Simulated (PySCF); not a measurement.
Predicted microwave data (CAM-B3LYP/def2-SVPD in PySCF (dipole) on a GFN2-xTB geometry, gas phase) for one isomer of C5H9NO:

| Property | Result |
| --- | --- |
| Rotational constants | A = 4647, B = 2526, C = 1755 MHz |
| Dipole components | \|μa\| = 4.43 D, \|μb\| = 0.71 D, \|μc\| = 0.12 D |
| Inertial defect | -20.88 u·Å² |
| κ | -0.47 |

Problem. Which candidate fits, each taken in the one conformer that was computed?
A. `[CH3:1][O:2][C:3]1=[N:4][CH2:5][CH2:6][CH2:7]1` with C1–O2–C3–N4 0° (5-methoxy-3,4-dihydro-2H-pyrrole)
B. `[CH3:1]/[CH:2]=[C:3](\[CH3:4])[C:5]([NH2:6])=[O:7]` with C2–C3–C5–N6 -35°, C3–C5–N6–H -179° and -8°
C. `[H]/[N:7]=[CH:6]/[O:5][CH2:4][C:2](=[CH2:1])[CH3:3]` with C1–C2–C4–O5 -120°, C2–C4–O5–C6 -179°, C4–O5–C6–N7 1°
D. `[CH3:1]/[N:2]=[CH:3]\[CH2:4][CH2:5][CH:6]=[O:7]` with N2–C3–C4–C5 175°, C3–C4–C5–C6 173°, C4–C5–C6–O7 -2°
E. `[O:1]=[C:2]1[CH2:3][CH2:4][CH2:5][CH2:6][NH:7]1` with O1–C2–C3–C4 161°, C2–C3–C4–C5 49°, C3–C4–C5–C6 -64°, C4–C5–C6–N7 51° (2-piperidone)

Solution. E. It is O=C1CCCCN1, an asymmetric top, point group C1. The candidates at the same level (rigid rotor, commonest isotopes):

```json
{"SMILES": "C/N=C\\CCC=O", "A (MHz)": "6995", "B (MHz)": "1147", "C (MHz)": "1006", "μa (D)": "1.12", "μb (D)": "1.57", "μc (D)": "0.42", "Δ (u·Å²)": "-10.47", "point group": "C1", "rotor": "near-prolate asymmetric top"}
{"SMILES": "COC1=NCCC1", "A (MHz)": "6411", "B (MHz)": "1978", "C (MHz)": "1573", "μa (D)": "0.53", "μb (D)": "0.75", "μc (D)": "0.04", "Δ (u·Å²)": "-12.99", "point group": "–", "rotor": "asymmetric top"}
{"SMILES": "C/C=C(\\C)C(N)=O", "A (MHz)": "4527", "B (MHz)": "1852", "C (MHz)": "1399", "μa (D)": "2.58", "μb (D)": "2.82", "μc (D)": "1.44", "Δ (u·Å²)": "-23.18", "point group": "C1", "rotor": "asymmetric top"}
{"SMILES": "[H]/N=C/OCC(=C)C", "A (MHz)": "6425", "B (MHz)": "1413", "C (MHz)": "1267", "μa (D)": "0.30", "μb (D)": "0.75", "μc (D)": "0.41", "Δ (u·Å²)": "-37.65", "point group": "C1", "rotor": "near-prolate asymmetric top"}
{"SMILES": "O=C1CCCCN1", "A (MHz)": "4647", "B (MHz)": "2526", "C (MHz)": "1755", "μa (D)": "4.43", "μb (D)": "0.71", "μc (D)": "0.12", "Δ (u·Å²)": "-20.88", "point group": "C1", "rotor": "asymmetric top"}
```

`COC1=NCCC1` has A 38 % too high; `[H]/N=C/OCC(=C)C` has B 44 % too low; `C/C=C(\C)C(N)=O` has B 27 % too low; `C/N=C\CCC=O` has B 55 % too low. No structure here is proved a minimum.
